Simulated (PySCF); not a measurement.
A PySCF script (with the pyscf-properties extension) for the NMR shieldings of `InChI=1S/C5H14OSi2/c1-8-4-5(6)2-3-7/h2-4,8H2,1,7H3`, on a GFN2-xTB geometry:

```python
import basis_set_exchange as bse
import numpy as np
from pyscf import gto, dft
from pyscf.prop import nmr

atoms = """
C     2.333335    1.170597    1.147806
Si    1.958515    0.862742   -0.680380
C     1.423576   -0.972261   -0.894749
C     0.158634   -1.165576   -0.137927
O     0.134697   -1.400798    1.049655
C    -1.102826   -0.994691   -0.956858
C    -2.348254   -0.845197   -0.091522
Si   -2.356596    0.755118    0.936284
H     1.561984    0.728900    1.773621
H     2.384511    2.231258    1.374994
H     3.281813    0.725043    1.437227
H     3.142770    1.058409   -1.527725
H     0.871232    1.724237   -1.165070
H     2.205742   -1.604558   -0.478079
H     1.294683   -1.205444   -1.948639
H    -0.976252   -0.132786   -1.616448
H    -1.186580   -1.880726   -1.597218
H    -3.229827   -0.876286   -0.735163
H    -2.412170   -1.705740    0.575472
H    -3.661006    0.854021    1.597999
H    -2.198350    1.883835    0.006780
H    -1.290042    0.809288    1.929091
"""
names = dict.fromkeys(["C", "Si", "O", "H"], "pcSseg-1")
basis = {el: gto.basis.parse(bse.get_basis(n, elements=[el], fmt="nwchem")) for el, n in names.items()}
mol = gto.M(atom=atoms, basis=basis, charge=0, verbose=0)
mf = dft.RKS(mol, xc="PBE0")
mf.grids.level = 2
mf.grids.alignment = dft.numint.BLKSIZE   # the property module wants whole blocks of grid points
mf.conv_tol = 1e-9
mf.kernel()

calc = nmr.RKS(mf)   # GIAO
C = mf.mo_coeff
Co = C[:, mf.mo_occ > 0]
resp = mf.gen_response(singlet=True, hermi=2)
def vind(x):   # induced exchange potential for any number of trial vectors
    d = np.einsum("pi,xij,qj->xpq", C, 2 * x.reshape(-1, C.shape[1], Co.shape[1]), Co, optimize=True)
    return np.einsum("xpq,pi,qj->xij", resp(d - d.transpose(0, 2, 1)), C, Co, optimize=True).ravel()
mo1, _ = nmr.rhf.solve_mo1(calc, with_cphf=vind)
sigma = calc.kernel(mo1)
for i, s in enumerate(sigma):   # ppm
    w = np.linalg.eigvalsh((s + s.T) / 2)
    print("%2d %-2s iso %8.1f  s11 %8.1f  s22 %8.1f  s33 %8.1f" % (i, mol.atom_pure_symbol(i), w.mean(), *w))
```

**Question.** What does it print?

**Answer.** 
```
 0 C  iso    195.4  s11    188.9  s22    196.8  s33    200.5
 1 Si iso    389.7  s11    346.4  s22    392.6  s33    430.1
 2 C  iso    151.9  s11    126.1  s22    140.8  s33    188.7
 3 C  iso    -26.4  s11   -106.6  s22    -75.1  s33    102.3
 4 O  iso   -314.8  s11   -903.7  s22   -409.0  s33    368.2
 5 C  iso    144.5  s11    124.7  s22    135.8  s33    172.9
 6 C  iso    182.3  s11    175.1  s22    181.7  s33    190.1
 7 Si iso    420.3  s11    390.2  s22    401.4  s33    469.4
 8 H  iso     30.9  s11     25.2  s22     29.9  s33     37.7
 9 H  iso     31.7  s11     27.2  s22     28.1  s33     39.9
10 H  iso     31.6  s11     27.2  s22     28.0  s33     39.4
11 H  iso     27.4  s11     23.7  s22     25.4  s33     33.0
12 H  iso     27.5  s11     24.4  s22     26.8  s33     31.4
13 H  iso     29.7  s11     26.4  s22     27.4  s33     35.3
14 H  iso     29.3  s11     25.5  s22     29.7  s33     32.8
15 H  iso     29.1  s11     26.1  s22     28.2  s33     32.9
16 H  iso     29.0  s11     23.7  s22     29.2  s33     34.1
17 H  iso     31.1  s11     25.8  s22     28.9  s33     38.7
18 H  iso     30.4  s11     26.3  s22     28.0  s33     36.9
19 H  iso     27.8  s11     24.3  s22     25.2  s33     33.9
20 H  iso     28.2  s11     25.2  s22     26.6  s33     32.6
21 H  iso     27.9  s11     24.1  s22     28.1  s33     31.5
```

These numbers come from an equivalent density-fitted implementation of the same equations, which agrees with the script to about 0.01 ppm for H and up to a few tenths of a ppm for heavy atoms, so last digits may differ.

**Question.** Turn these shieldings into chemical shifts. Referencing at the same level of theory: ¹³C (σ = 186.93 ppm) and ²⁹Si (σ = 349.16 ppm) and ¹H (σ = 31.72 ppm) vs TMS; H2O for ¹⁷O (σ = 336.08 ppm).

**Answer.** Averaging equivalent atoms: C 3: 213.4; C 5: 42.4; C 2: 35.0; C 6: 4.6; C 0: -8.5; Si 1: -40.5; Si 7: -71.2; O 4: 650.9; H 11/12: 4.28; H 19/20/21: 3.76; H 15/16: 2.69; H 13/14: 2.22; H 17/18: 0.97; H 8/9/10: 0.31 ppm. Unscaled 17O shifts of doubly bonded oxygen tend to come out too high, by tens of ppm or more. Experimental scales use liquid or dissolved standards, which lie at an offset from isolated H2O (liquid H2O: subtract about 36 ppm).

Size and cost of the density-fitted run: 220 basis functions, 58 s wall time on 1 thread of an Arm Neoverse V1, shared host; peak memory 1 GiB.
